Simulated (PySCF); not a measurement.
`C#CC1=CC=C[C@@H]1OC`, C8H8O

Geometry (Å), atoms numbered from 1 in this order:
```xyz
17

C     1.764   -2.360    0.242
C     1.359   -1.231    0.137
C     0.902    0.084    0.007
C     1.642    1.212    0.060
C     0.793    2.363   -0.145
C    -0.470    1.965   -0.337
C    -0.540    0.462   -0.315
O    -1.549    0.011    0.551
C    -1.871   -1.351    0.422
H     2.108   -3.346    0.343
H     2.703    1.262    0.230
H     1.153    3.376   -0.134
H    -1.344    2.567   -0.488
H    -0.744    0.106   -1.346
H    -1.031   -1.993    0.703
H    -2.706   -1.527    1.098
H    -2.175   -1.590   -0.605
```

Computed, not measured: GIAO B3LYP/pcSseg-1 magnetisability, rotational g tensor and spin-rotation constants, non-relativistic, gas phase (PySCF). Geometry: GFN2-xTB.

(1) Give the nuclear spin-rotation constants along the inertial axes (H = +C I·J) beside the isotropic shieldings.

## Answers

(1) Rotational constants 2.1753, 1.7264, 0.9974 GHz. A star marks the isotopologue with that one atom substituted, in its own axes.
| atom | isotope | Caa (kHz) | Cbb (kHz) | Ccc (kHz) | mean (kHz) | σ (ppm) |
| --- | --- | --- | --- | --- | --- | --- |
| H10 | 1H | 0.072 | -0.173 | -0.119 | -0.073 | 28.6 |
| H11 | 1H | -0.225 | 0.185 | -0.109 | -0.050 | 25.0 |
| H12 | 1H | 0.194 | -0.155 | -0.113 | -0.025 | 25.5 |
| H13 | 1H | -0.054 | 0.060 | -0.122 | -0.039 | 25.5 |
| H14 | 1H | -0.198 | -0.176 | 0.044 | -0.110 | 27.4 |
| H15 | 1H | -0.080 | -0.011 | -0.084 | -0.058 | 26.7 |
| H16 | 1H | -0.227 | 0.011 | -0.055 | -0.090 | 28.0 |
| H17 | 1H | -0.236 | -0.166 | 0.045 | -0.119 | 28.4 |
| C1 | 13C* | 0.380 | 0.498 | 0.327 | 0.402 | 87.2 |
| C2 | 13C* | 0.055 | 0.602 | 0.386 | 0.347 | 95.5 |
| C3 | 13C* | 0.978 | 0.686 | 0.156 | 0.607 | 42.9 |
| C4 | 13C* | 0.855 | 0.811 | 0.190 | 0.619 | 30.9 |
| C5 | 13C* | 1.071 | 0.564 | 0.172 | 0.602 | 44.3 |
| C6 | 13C* | 1.043 | 0.672 | 0.173 | 0.629 | 33.5 |
| C7 | 13C* | 0.586 | 0.451 | 0.268 | 0.435 | 86.4 |
| O8 | 17O* | -0.276 | -0.141 | -0.042 | -0.153 | 294.7 |
| C9 | 13C* | 0.338 | 0.438 | 0.229 | 0.335 | 120.6 |

For the geometry as given, no vibrational averaging.
